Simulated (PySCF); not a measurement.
Gas-phase reaction: Sn(OH)2 + SnH2 ⇌ 2 SnO + 4 H

Energies from PySCF (xtb for GFN2), thermal terms from the rigid-rotor harmonic-oscillator model, ideal gas at 1 bar. † marks an energy on the PBE0/def2-TZVP geometry and frequencies; other levels use their own. Open shells (unrestricted): H (multiplicity 2); the rest are closed-shell singlets. GFN2 has no spin-polarisation term. B3LYP is the form with VWN-RPA correlation. Sn: scalar-relativistic def2 core potential, no spin-orbit coupling. Sn(OH)2, SnH2: computed as isolated molecules; such fragments, hydroxides, amides, oligomers or adducts are transient or little studied in the gas. The harmonic model lacks anharmonicity and excited electronic states, which grow with temperature; levels with a mode under 35 cm⁻¹ are left out. Internal rotation in Sn(OH)2 is treated as a harmonic vibration of one conformer, which makes the entropy rough.

ΔH° and ΔS° at 298 K: B3LYP/def2-TZVP† 1067 kJ, 398 J/K; BLYP/def2-TZVP† 998 kJ, 398 J/K; GFN2-xTB 1264 kJ, 388 J/K; HF/def2-TZVP† 987 kJ, 398 J/K.

Problem. With the heat capacities included, give log10 K (1 bar) at 500, 800, 1400, 2000, 2500 K from B3LYP/def2-TZVP†, BLYP/def2-TZVP†, GFN2-xTB, HF/def2-TZVP†.

Solution. 
```tsv
T (K)	B3LYP/def2-TZVP†	BLYP/def2-TZVP†	GFN2-xTB	HF/def2-TZVP†
500	-90.4	-83.2	-111.6	-82.1
800	-48.3	-43.8	-61.8	-43.1
1400	-17.9	-15.4	-26.0	-15.0
2000	-5.8	-3.9	-11.6	-3.7
2500	-0.1	1.4	-4.9	1.6
```
